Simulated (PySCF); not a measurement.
Two species compared at the same levels of theory.

First species: C₈H₁₂.
Numbering: `[CH3:1][C:2]1([CH3:3])[CH:4]=[CH:5][C@@H:6]2[CH2:7][C@H:8]12` (hydrogens: H9, H10, H11 on C1; H12, H13, H14 on C3; H15 on C4; H16 on C5; H17 on C6; H18, H19 on C7; H20 on C8)

Structure used (GFN2-xTB), in Å, numbered top down from 1:
```xyz
20
C8H12 angstrom
C     -1.2463    1.3986   -0.0385
C     -0.6169    0.0056    0.0195
C     -1.6714   -1.0479   -0.3400
C     -0.0359   -0.3054    1.3797
C      1.2271   -0.7049    1.3225
C      1.7483   -0.6458   -0.0619
C      1.7810    0.7449   -0.6399
C      0.5980   -0.1366   -0.8941
H     -0.5323    2.1592    0.2662
H     -2.1078    1.4512    0.6236
H     -1.5742    1.6188   -1.0523
H     -1.2248   -2.0396   -0.3407
H     -2.4828   -1.0352    0.3842
H     -2.0857   -0.8504   -1.3267
H     -0.6356   -0.2194    2.2696
H      1.8375   -1.0166    2.1532
H      2.4594   -1.3852   -0.3993
H      2.4489    0.9305   -1.4681
H      1.6856    1.5771    0.0404
H      0.4229   -0.4882   -1.9003
```

Second species: C8H12.
Structure used (GFN2-xTB), in Å, numbered top down from 1:
```xyz
20
C8H12 angstrom
C      2.3266    0.9691   -2.1299
C      1.3154    0.5379   -1.3765
C      1.3575   -0.7324   -0.6976
C      0.4712   -1.3382    0.1151
C     -0.8450   -0.9715    0.6053
C     -1.4871   -1.8362    1.3990
C     -1.4962    0.3464    0.2831
C     -0.9043    1.4725    1.1326
H      3.2224    0.3846   -2.2644
H      2.2966    1.9193   -2.6351
H      0.4439    1.1625   -1.2732
H      2.2760   -1.2795   -0.8858
H      0.7802   -2.3094    0.4880
H     -1.0594   -2.7838    1.6805
H     -2.4668   -1.6234    1.7921
H     -2.5650    0.2723    0.4964
H     -1.3919    0.5697   -0.7791
H      0.1716    1.5423    0.9940
H     -1.3534    2.4271    0.8664
H     -1.0976    1.2814    2.1861
```

Levels: PBE0/def2-SVPD for HOMO energy, LUMO energy, HOMO–LUMO gap and static isotropic polarisability; TDDFT PBE0/def2-SVPD for lowest singlet excitation; TDA PBE0/def2-SVPD for lowest triplet excitation (Tamm–Dancoff). Geometries: GFN2-xTB. All species are isolated and taken at one optimised geometry, non-relativistic unless stated. Electronic properties by PySCF.

Dipoles, sizes and rotational constants follow the conformer. The torsions of the flexible species, by atom-mapped SMILES:
- `[CH2:1]=[CH:2]/[CH:3]=[CH:4]\[C:5](=[CH2:6])[CH2:7][CH3:8]`: C1–C2–C3–C4 179°, C3–C4–C5–C6 179°, C4–C5–C7–C8 -77°

The conformers of `CC1(C)C=C[C@@H]2C[C@@H]21` aren't listed.

Values for the first species:

| Item | Value |
| --- | --- |
| HOMO energy | -6.64 eV |
| LUMO energy | 0.41 eV |
| HOMO–LUMO gap | 7.05 eV |
| Lowest singlet excitation | 6.29 eV |
| Lowest triplet excitation (Tamm–Dancoff) | 4.13 eV |
| Static isotropic polarisability | 87.4 au |

(1) Estimate the same properties for the second species, and the change in each.

Answers

(1) 
```tsv
property	first	second	second less first
HOMO energy	-6.64 eV	-6.21 eV	+0.43 eV
LUMO energy	0.41 eV	-1.37 eV	-1.78 eV
HOMO–LUMO gap	7.05 eV	4.84 eV	-2.21 eV
lowest singlet excitation	6.29 eV	4.74 eV	-1.55 eV
lowest triplet excitation (Tamm–Dancoff)	4.13 eV	2.50 eV	-1.63 eV
static isotropic polarisability	87.4 au	111.3 au	+23.9 au
```

On the first: The vertical singlet–triplet gap S1 − T1 is 2.16 eV (TDDFT singlet less Tamm–Dancoff triplet; S1: HOMO→LUMO, weight 0.94; T1: HOMO→LUMO, weight 0.90). No computed singlet falls in the visible range (750 to 380 nm, 1.65 to 3.26 eV); S1 lies 3.03 eV above its blue end.

On the second: The principal polarisabilities are 68.2, 90.8 and 174.8 au; their mean is the isotropic value. No computed singlet falls in the visible range (750 to 380 nm, 1.65 to 3.26 eV); S1 lies 1.48 eV above its blue end.
